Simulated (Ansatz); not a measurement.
Input file for C$_{2}$H$_{5}$BSn (`[BH2][SnH2][C]#C`):

```yaml
crystal:
  periodic: [false, false, false]
  atoms:
    - {symbol: B, position_ang: [-1.138473, 1.396521, -0.993425]}
    - {symbol: Sn, position_ang: [0.085490, -0.470209, -0.784417]}
    - {symbol: C, position_ang: [0.771918, -0.707287, 1.174792]}
    - {symbol: C, position_ang: [1.152851, -0.815234, 2.315058]}
    - {symbol: H, position_ang: [-1.606263, 1.682784, -2.053607]}
    - {symbol: H, position_ang: [-1.332140, 2.112803, -0.060184]}
    - {symbol: H, position_ang: [1.472269, -0.452726, -1.781465]}
    - {symbol: H, position_ang: [-0.808960, -1.877527, -1.154656]}
    - {symbol: H, position_ang: [1.491910, -0.915426, 3.320805]}
basis:
  gaussian: {orbitals: def2-TZVPP}
correlation: {method: ccsd_t}
output: {orbitals: {seedname: orbitals}}
```

```sh
$ ansatz run in.yaml --threads 2 --pin off --events-out ev --progress --plain --max-ram 4352MiB
```

The program prints (abridged):

```
Functional definition: HF
1421 factors; integrals over basis functions are off by at most 9.7e-4 eV
mean field evaluation 1: about -8612.1552 eV, gradient 3.0e1 eV
mean field evaluation 2: about -8612.3888 eV, gradient 2.9e1 eV
mean field evaluation 4: about -8615.2067 eV, gradient 3.3e0 eV
mean field evaluation 8: about -8615.2491 eV, gradient 2.6e-1 eV
mean field -8615.24936898 eV, -316.6045746844 hartree, gradient 1.9e-6 eV, S^2 0.000000; 0 other end points of the search recorded, 0 dependent functions left out
7 core orbitals not correlated: weight in the atoms' cores, before any rotation towards them, 1.000 or more for the frozen orbitals, at most 0.000 for the correlated occupied ones
reference -8615.24936898 eV, -316.6045746844 hartree; 15, 15 occupied and 191, 191 virtual orbitals, 1421 factors
second order -19.87379187 eV of doubles, -0.00000000 eV of singles
cycle   1  -19.91215567 eV  change   -3.8e-2 eV  update   1.1e-1
cycle   2  -20.54365190 eV  change   -6.3e-1 eV  update   3.5e-2
cycle   3  -20.64879365 eV  change   -1.1e-1 eV  update   1.7e-2
cycle   4  -20.64439932 eV  change    4.4e-3 eV  update   4.7e-3
cycle   5  -20.64596346 eV  change   -1.6e-3 eV  update   1.9e-3
cycle   6  -20.64635198 eV  change   -3.9e-4 eV  update   6.4e-4
cycle   7  -20.64632500 eV  change    2.7e-5 eV  update   2.8e-4
cycle   8  -20.64635449 eV  change   -2.9e-5 eV  update   1.2e-4
cycle   9  -20.64635333 eV  change    1.2e-6 eV  update   5.0e-5
cycle  10  -20.64632437 eV  change    2.9e-5 eV  update   1.7e-5
perturbative correction -0.82954402 eV, -0.0304851806 hartree
Total energy: -8636.72523737 eV, -317.3937982908 hartree
```

Run time 120 s (2 threads of an Arm Neoverse V2 on a shared host); peak host memory 3.4 GiB.

MP2 recovers 92.5 % of the CCSD(T) correlation energy and the triples give 3.9 %; T1 = 0.0137.
